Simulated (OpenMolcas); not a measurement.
## neutral rhodium: effect of the active space

```yaml
Program: OpenMolcas
Method: CASSCF or its RAS form
Basis: ANO-RCC-VDZP
Scalar_Hamiltonian: DKH2, point nucleus
Spin-orbit_coupling: RASSI with atomic mean-field integrals over the reference wave functions, term energies averaged over their components
```

A. 9 electrons in 6 orbitals (4d 5s); 2S+1 = 4 even, 20 roots; 2S+1 = 2 even, 57 roots; cost roughly 60 core-seconds
B. 9 electrons in 9 orbitals (RAS2 4d 5s; RAS3 5p, at most 2 electrons); 2S+1 = 4 even, 20 roots; 2S+1 = 2 even, 64 roots kept (CI in the orbitals of an earlier block); 2S+1 = 4 odd, 21 roots; 2S+1 = 6 odd, 21 roots kept (CI in the orbitals of an earlier block); 2S+1 = 2 odd, 16 roots kept (CI in the orbitals of an earlier block); cost about 5 core-minutes

Energies in cm-1 above 4d8 5s 4F 9/2, the measured ground level; measured values from NIST Handbook of Basic Atomic Spectroscopic Data.

```json
{"Level": "4d8 5s 4F 9/2", "A": "0.0", "B": "0.0", "Measured": "0.0"}
{"Level": "4d8 5s 4F 7/2", "A": "1612", "B": "1592", "Measured": "1530"}
{"Level": "4d8 5s 4F 5/2", "A": "3003", "B": "2977", "Measured": "2598"}
{"Level": "4d8 5s 4F 3/2", "A": "3857", "B": "3837", "Measured": "3473"}
{"Level": "4d8 5s 2F 7/2", "A": "6851", "B": "6823", "Measured": "5691"}
{"Level": "4d8 5s 2F 5/2", "A": "8901", "B": "8927", "Measured": "7791"}
{"Level": "4d8 5s 2D 3/2 [58 %]", "A": "12467", "B": "12790", "Measured": ""}
{"Level": "4d7 5s2 4F 9/2", "A": "13017", "B": "7161", "Measured": ""}
{"Level": "4d7 5s2 4F 7/2", "A": "14971", "B": "9112", "Measured": ""}
{"Level": "4d8 5s 4P 3/2", "A": "15090", "B": "14945", "Measured": ""}
{"Level": "4d8 5s 4P 1/2", "A": "15443", "B": "15216", "Measured": ""}
{"Level": "4d7 5s2 4F 5/2", "A": "16324", "B": "10389", "Measured": ""}
{"Level": "4d7 5s2 4F 3/2", "A": "17144", "B": "11071", "Measured": ""}
{"Level": "4d8 5s 2P 3/2 [73 %]", "A": "17883", "B": "16466", "Measured": ""}
{"Level": "4d8 5s 2P 1/2", "A": "18652", "B": "17118", "Measured": ""}
{"Level": "4d8 5s 2G 9/2", "A": "19236", "B": "18458", "Measured": ""}
{"Level": "4d8 5s 2G 7/2", "A": "19339", "B": "19035", "Measured": ""}
{"Level": "4d7 5s2 4P 5/2", "A": "26945", "B": "21004", "Measured": ""}
{"Level": "4d7 5s2 4P 3/2", "A": "27607", "B": "21928", "Measured": ""}
{"Level": "4d7 5s2 4P 1/2", "A": "28475", "B": "22615", "Measured": ""}
{"Level": "4d7 5s2 2G 9/2", "A": "29212", "B": "23392", "Measured": ""}
{"Level": "4d7 5s2 2G 7/2", "A": "31182", "B": "24845", "Measured": ""}
{"Level": "4d7 5s2 2H 11/2", "A": "33201", "B": "26032", "Measured": ""}
```

Deviations, from unrounded energies. A percentage is the sum of absolute deviations over the sum of measured energies, with the sign that they share, or ± where signs differ.

```tsv
Against measurement	Levels	A	B
mean absolute deviation (cm-1)	5	630	610
fine structure of the ground term (%)	3	+11.5	+10.6
other terms of the ground configuration (%)	2	+16.8	+16.8
```

A, B lie about equally close to measurement. The largest miss of B in the table is 4d8 5s 2F 5/2, by +1100 cm-1. The ranking rests on the paired levels alone, and a cruder setting can come out closer through cancelling errors.

Between A and B the level of the table that moves most is 4d7 5s2 2H 11/2, by 7200 cm-1 (lowest in B, highest in A).

Without dynamic correlation excited terms often stand tens of per cent too high (terms of higher spin than the ground term too low), and those without a measured partner can miss by more than the paired ones. A single d shell beside an s shell can misplace configurations of different d count against each other. Terms from blocks run as CI alone lack orbitals of their own (holds for B). Configurations are named by rounded mean occupations; where the s occupation lies near a half they are strongly mixed, a name can repeat and a true partner stay unpaired (holds for B). Measured partners are found by configuration, term and J. A level has none where our copy of the source lacks it or the pairing is in doubt (some pairs that miss far off the trend of their configuration count as doubtful), and it then counts in no deviation. Only configurations of the active space appear. Levels that lie high or do not pair safely by name in every column are left out.

A share in square brackets marks a mixed level and gives the weight of the term that names it, the lowest over the columns.
